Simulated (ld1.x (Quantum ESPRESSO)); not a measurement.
## Logarithmic derivatives: lanthanum (La), TM

lanthanum, norm-conserving Troullier–Martins (Kleinman–Bylander form), made with ld1.x (Quantum ESPRESSO) 7.5 (PBEsol, scalar-relativistic). Core [Kr] 4d10, reference 4f0 5s2 5p6 5d1 6s1 6p0 (charge +1). Waves: 5s (bound): rc 2.40 bohr; 5d (bound): rc 3.25 bohr; 4f (bound, empty): rc 0.85 bohr; 5p (bound): rc 2.40 bohr. Local part: the p channel. Core correction: a·sin(br)/r model core inside 0.38 bohr.

Occupied shells without a wave of their own: 6s. They enter only through the test configuration that unscreens the potential, and ld1.x also counts them in the model core charge.

The phase is arctan(r·u′/u) with u = r·R(r), unwrapped; energies in Ry, scanned from -5 to 5 Ry. A pole is an energy at which the radial function vanishes at the test radius. The pseudo phase is shifted by a multiple of π to meet the all-electron one at the reference energy, and phase errors are pseudo minus all-electron; the curves can meet again beyond the range given. Levels narrower than the energy grid can be missing from the lists of poles.

Q: For each channel, where are the poles, and over which energies does the pseudopotential scatter like the atom?

A:

```
channel  radius (bohr)  reference energy (Ry)  poles, all-electron  poles, pseudo  unbroken range about the reference energy with phases within 0.05 rad  phase error 1 Ry above the reference energy (rad)
      s           3.54                  -3.29          -3.27, 1.01    -3.27, 1.36                                                             below -1.0                                             +0.002
      p           3.54                  -2.07          -2.00, 1.92    -2.00, 1.63                                                             below -0.4                                             -0.004
      d           3.54                  -0.63          -0.22, 3.60    -0.22, 3.46                                                              below 1.2                                             -0.003
      f           3.54                  -0.75          -0.72, 1.88    -0.72, 1.99                                                              below 0.5                                             +0.010
```

The potential misses its own reference levels by up to 0.4 eV. ld1.x takes every shell without a wave as core, so the model core holds the 6s electrons as well and exchange and correlation see them twice. This cancels in the reference configuration, but the file is broken for other ones, and its errors say nothing about a proper core correction.

Phases in the s channel:

```json
{"E (Ry)": "-5.00", "all-electron": "1.425", "pseudo": "1.425"}
{"E (Ry)": "-4.48", "all-electron": "1.413", "pseudo": "1.413"}
{"E (Ry)": "-3.96", "all-electron": "1.395", "pseudo": "1.395"}
{"E (Ry)": "-3.44", "all-electron": "1.327", "pseudo": "1.327"}
{"E (Ry)": "-2.92", "all-electron": "-1.753", "pseudo": "-1.753"}
{"E (Ry)": "-2.40", "all-electron": "-1.799", "pseudo": "-1.798"}
{"E (Ry)": "-1.88", "all-electron": "-1.859", "pseudo": "-1.855"}
{"E (Ry)": "-1.36", "all-electron": "-1.982", "pseudo": "-1.967"}
{"E (Ry)": "-0.84", "all-electron": "-2.403", "pseudo": "-2.306"}
{"E (Ry)": "-0.32", "all-electron": "-4.000", "pseudo": "-3.735"}
{"E (Ry)": "0.20", "all-electron": "-4.521", "pseudo": "-4.441"}
{"E (Ry)": "0.72", "all-electron": "-4.666", "pseudo": "-4.616"}
{"E (Ry)": "1.24", "all-electron": "-4.744", "pseudo": "-4.698"}
{"E (Ry)": "1.76", "all-electron": "-4.807", "pseudo": "-4.753"}
{"E (Ry)": "2.28", "all-electron": "-4.884", "pseudo": "-4.802"}
{"E (Ry)": "2.80", "all-electron": "-5.028", "pseudo": "-4.860"}
{"E (Ry)": "3.32", "all-electron": "-5.582", "pseudo": "-4.950"}
{"E (Ry)": "3.84", "all-electron": "-7.237", "pseudo": "-5.168"}
{"E (Ry)": "4.36", "all-electron": "-7.614", "pseudo": "-6.197"}
{"E (Ry)": "4.88", "all-electron": "-7.726", "pseudo": "-7.390"}
```
